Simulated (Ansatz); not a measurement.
Relaxation of ClFGaH₃ (6 atoms, charge 0, multiplicity 1), to a largest force component of 0.03 eV/Å in at most 50 steps.

The calculation used RKS PBE0-D4/def2-mTZVP in Ansatz.

```xyz
6
Properties=species:S:1:pos:R:3:forces:R:3
Ga -0.825 -0.782 0.105 0.15 0.12 0.07
Cl 1.576 1.519 -1.097 -0.11 -0.12 0.46
H -0.159 -2.125 -0.312 -0.02 -0.01 -0.03
H -2.145 -0.045 -0.258 -0.01 -0.01 -0.02
H 1.439 1.356 0.202 -0.02 -0.01 -0.38
F 0.113 0.076 1.360 0.01 0.02 -0.10
```

Q: Where does it end, and by what steps?

A: It converged. After 5 steps the energy has fallen by 0.118 eV; Cl2 moved furthest, 0.55 Å. Joined: Ga1–Cl2.

```tsv
step	energy less start (eV)	largest force component (eV/Å)	accepted
0	0.0000	0.459	yes
1	-0.0415	0.156	yes
2	-0.0920	0.130	yes
3	-0.1138	0.137	yes
4	-0.1176	0.083	yes
5	-0.1182	0.019	yes
```

```xyz
6
Properties=species:S:1:pos:R:3
Ga -0.624 -0.593 0.027
Cl 1.175 1.140 -1.049
H 0.004 -1.958 -0.379
H -1.966 0.114 -0.327
H 1.214 1.144 0.269
F 0.198 0.152 1.460
```

Whether the end is a true minimum wasn't checked by a vibrational analysis.

Time of the run: 13 s on 2 threads of Arm Neoverse V1, with other jobs on the host, peak memory 0.17 GiB.
